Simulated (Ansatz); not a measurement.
**Which is lower?**

Two relaxed structures of SiH3TeCl, singlet (PBE0-D4/def2-TZVP; forces vanish, vibrations not checked).

A:

```
6
angstrom
Cl -0.9084 -0.9336 -1.7170
Si -1.9370 -1.3888 1.5117
Te -0.3898 -0.0122 2.4621
H -0.1336 -0.2196 -0.9844
H 1.5749 1.2283 -0.1944
H 1.7600 1.2981 -0.9155
```

B:

Cl1  (-2.107, -0.663, 0.131)
Si2  (-0.218, -0.210, -0.540)
Te3  (1.499, -0.215, 1.249)
H4  (0.193, -1.256, -1.503)
H5  (-0.295, 1.121, -1.181)
H6  (0.929, 1.223, 1.843)
(Å)

Program: Ansatz 0.2.0. Basis: def2-TZVPP. Cores are frozen in the correlated methods. Filled d shells of the heavier atoms are correlated. Core potentials replace the inner electrons of the atoms past krypton. The def2 sets are not built for correlating such inner shells, so the correlated values are less sure here. B3LYP uses VWN-RPA correlation.

Which structure is lower at CCSD(T), and by how much? (An estimate is asked for; the value comes from the calculation.)

The calculation gives: B, by 51.96 kcal/mol (electronic energy, against the other). By their contacts, A is a complex of SiTe + HCl + H₂ and B is SiH₃TeCl ([Cl][SiH2][TeH]).

All methods give the same order:

```tsv
method	E(B) − E(A) (kcal/mol)
PBE-D4	-52.35
r2SCAN-D4	-58.51
PBE0-D4	-58.63
B3LYP-D4	-52.86
wB97M-V	-56.60
HF	-61.81
MP2	-52.77
CCSD	-55.26
CCSD(T)	-51.96
```

No T1 diagnostic of these runs exceeds 0.017.

Labels in which every atom is bracketed show which atoms are joined, not bond orders.

For scale, one of the runs: CCSD(T)/def2-TZVPP, 176 basis functions, launched by `ansatz run in.yaml --threads 2 --pin off --events-out ev --progress --plain --max-ram 4352MiB`. Hardware: 2 CPU threads of an Arm Neoverse V2, shared host. Wall time 51 s; peak host memory 1.6 GiB.
